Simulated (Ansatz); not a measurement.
## Energy profile

The step: BClF₂ ([F][B]([F])[Cl]) + H₂ → BHF₂ ([F][BH][F]) + HCl; bonds formed: B1–H6, Cl2–H5; bonds broken: B1–Cl2, H5–H6 (atoms numbered as in the saddle structure below).

B1  (-0.091, -0.124, -0.413)
Cl2  (0.179, 1.463, 0.944)
F3  (0.890, -0.094, -1.299)
F4  (-1.360, -0.150, -0.786)
H5  (0.235, -0.083, 1.021)
H6  (0.147, -1.012, 0.533)
(Å)

Electronic energies by CCSD(T) at an estimated basis limit (MP2 extrapolated from triple and quadruple zeta, plus CCSD(T) − MP2 in triple zeta), on PBE0-D4/def2-TZVP structures; BH$_{2}$ClF$_{2}$, closed shell; no counterpoise correction. Program: Ansatz 0.2.0. Basis: def2-TZVPP and def2-QZVPP. Cores are frozen in the correlated methods. Extrapolation: Hartree–Fock as exp(−7.88 √X), correlation as X^−2.97.

**Question.** Give the profile in kJ/mol, counted from the separated reactants. (To be estimated.)

**Answer.** By the calculation:
```json
{"point": "separated: BClF$_{2}$ (linked as [F][B]([F])[Cl]; B1, Cl2, F3, F4; singlet) + H$_{2}$ (H5, H6; singlet)", "kJ/mol": "0.0"}
{"point": "start structure", "kJ/mol": "-3.2"}
{"point": "saddle", "kJ/mol": "175.1"}
{"point": "end structure", "kJ/mol": "44.8"}
{"point": "separated: BHF$_{2}$ (linked as [F][BH][F]; B1, F3, F4, H6; singlet) + HCl (Cl2, H5; singlet)", "kJ/mol": "50.3"}
```

No T1 diagnostic of these runs exceeds 0.014. The start structure is not quite a true minimum (one mode of 27i cm⁻¹). The end structure is not quite a true minimum (one mode of 61i cm⁻¹).

For scale, one of the runs: CCSD(T)/def2-TZVPP, 163 basis functions, launched by `ansatz run in.yaml --threads 2 --pin off --events-out ev --progress --plain --max-ram 4352MiB`. Hardware: 2 CPU threads of an AMD EPYC 7R43, shared host. Wall time 36 s; peak host memory 1.3 GiB.
